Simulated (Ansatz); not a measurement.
`[SiH2]1[SiH2][GeH2][SiH2][SiH2][GeH2]1` → `[SiH2]1[SiH2][SiH2][GeH2][GeH2][SiH2]1`  (isomerisation)

Program: Ansatz. Geometries: PBE0-D4/def2-TZVP. ΔE: electronic, gas phase. CBS: MP2 limit from def2 TZ/QZ plus the TZ coupled-cluster correction, frozen cores. Functionals use def2-TZVPP. B3LYP here is the variant with VWN-RPA as its local correlation; programs differ in this. HSE06 is defined as in plane-wave codes. For Ge outer-core shells are correlated without core-valence functions, which leaves a few kJ/mol of doubt a bond. Scalar relativity is left out up to krypton.

```json
{"level": "BLYP-D4", "ΔE (kJ/mol)": "0.1", "difference from CCSD(T)/CBS": "-1.0"}
{"level": "r2SCAN-D4", "ΔE (kJ/mol)": "0.9", "difference from CCSD(T)/CBS": "-0.2"}
{"level": "B97M-V", "ΔE (kJ/mol)": "0.9", "difference from CCSD(T)/CBS": "-0.2"}
{"level": "PBE0-D4", "ΔE (kJ/mol)": "0.4", "difference from CCSD(T)/CBS": "-0.7"}
{"level": "B3LYP-D4", "ΔE (kJ/mol)": "0.1", "difference from CCSD(T)/CBS": "-1.0"}
{"level": "r2SCANh-D4", "ΔE (kJ/mol)": "0.9", "difference from CCSD(T)/CBS": "-0.2"}
{"level": "r2SCAN0-D4", "ΔE (kJ/mol)": "0.8", "difference from CCSD(T)/CBS": "-0.3"}
{"level": "HSE06-D4", "ΔE (kJ/mol)": "0.4", "difference from CCSD(T)/CBS": "-0.7"}
{"level": "BHLYP-D4", "ΔE (kJ/mol)": "0.0", "difference from CCSD(T)/CBS": "-1.1"}
{"level": "CAM-B3LYP-D4", "ΔE (kJ/mol)": "0.4", "difference from CCSD(T)/CBS": "-0.7"}
{"level": "ωB97X-V", "ΔE (kJ/mol)": "0.2", "difference from CCSD(T)/CBS": "-0.9"}
{"level": "ωB97M-V", "ΔE (kJ/mol)": "1.5", "difference from CCSD(T)/CBS": "0.4"}
{"level": "B2PLYP", "ΔE (kJ/mol)": "0.3", "difference from CCSD(T)/CBS": "-0.8"}
{"level": "PBE-QIDH", "ΔE (kJ/mol)": "0.5", "difference from CCSD(T)/CBS": "-0.6"}
{"level": "PBE", "ΔE (kJ/mol)": "0.4", "difference from CCSD(T)/CBS": "-0.7"}
{"level": "revPBE", "ΔE (kJ/mol)": "0.3", "difference from CCSD(T)/CBS": "-0.8"}
{"level": "BLYP", "ΔE (kJ/mol)": "0.0", "difference from CCSD(T)/CBS": "-1.1"}
{"level": "PBE0", "ΔE (kJ/mol)": "0.4", "difference from CCSD(T)/CBS": "-0.7"}
{"level": "B3LYP", "ΔE (kJ/mol)": "0.1", "difference from CCSD(T)/CBS": "-1.0"}
{"level": "r2SCANh", "ΔE (kJ/mol)": "0.8", "difference from CCSD(T)/CBS": "-0.3"}
{"level": "r2SCAN0", "ΔE (kJ/mol)": "0.7", "difference from CCSD(T)/CBS": "-0.4"}
{"level": "HSE06", "ΔE (kJ/mol)": "0.4", "difference from CCSD(T)/CBS": "-0.7"}
{"level": "BHLYP", "ΔE (kJ/mol)": "-0.1", "difference from CCSD(T)/CBS": "-1.2"}
{"level": "CAM-B3LYP", "ΔE (kJ/mol)": "0.4", "difference from CCSD(T)/CBS": "-0.7"}
{"level": "LC-ωPBE", "ΔE (kJ/mol)": "0.9", "difference from CCSD(T)/CBS": "-0.2"}
{"level": "RPA@PBE/def2-TZVPP", "ΔE (kJ/mol)": "0.5", "difference from CCSD(T)/CBS": "-0.6"}
{"level": "HF/def2-SVP", "ΔE (kJ/mol)": "0.0", "difference from CCSD(T)/CBS": "-1.1"}
{"level": "MP2/def2-SVP", "ΔE (kJ/mol)": "0.1", "difference from CCSD(T)/CBS": "-1.0"}
{"level": "CCSD/def2-SVP", "ΔE (kJ/mol)": "-0.3", "difference from CCSD(T)/CBS": "-1.4"}
{"level": "CCSD(T)/def2-SVP", "ΔE (kJ/mol)": "-0.2", "difference from CCSD(T)/CBS": "-1.3"}
{"level": "HF/def2-TZVPP", "ΔE (kJ/mol)": "-0.7", "difference from CCSD(T)/CBS": "-1.8"}
{"level": "MP2/def2-TZVPP", "ΔE (kJ/mol)": "0.7", "difference from CCSD(T)/CBS": "-0.4"}
{"level": "SCS-MP2/def2-TZVPP", "ΔE (kJ/mol)": "0.5", "difference from CCSD(T)/CBS": "-0.6"}
{"level": "CCSD(T)/def2-TZVPP", "ΔE (kJ/mol)": "0.4", "difference from CCSD(T)/CBS": "-0.7"}
{"level": "HF/def2-QZVPP", "ΔE (kJ/mol)": "-0.9", "difference from CCSD(T)/CBS": "-2.0"}
{"level": "MP2/def2-QZVPP", "ΔE (kJ/mol)": "1.0", "difference from CCSD(T)/CBS": "-0.1"}
{"level": "SCS-MP2/def2-QZVPP", "ΔE (kJ/mol)": "0.6", "difference from CCSD(T)/CBS": "-0.5"}
{"level": "HF/CBS(def2)", "ΔE (kJ/mol)": "-0.9", "difference from CCSD(T)/CBS": "-2.0"}
{"level": "MP2/CBS(def2)", "ΔE (kJ/mol)": "1.4", "difference from CCSD(T)/CBS": "0.3"}
{"level": "CCSD/CBS(def2)", "ΔE (kJ/mol)": "0.9", "difference from CCSD(T)/CBS": "-0.2"}
{"level": "CCSD(T)/CBS", "ΔE (kJ/mol)": "1.1", "difference from CCSD(T)/CBS": "0"}
```

Largest T1 diagnostic among the species: 0.013.

Leaving LDA and LC-ωPBE aside and taking each functional with its dispersion term where it has one, the values spread over 1.5 kJ/mol, from BHLYP-D4 to ωB97M-V.
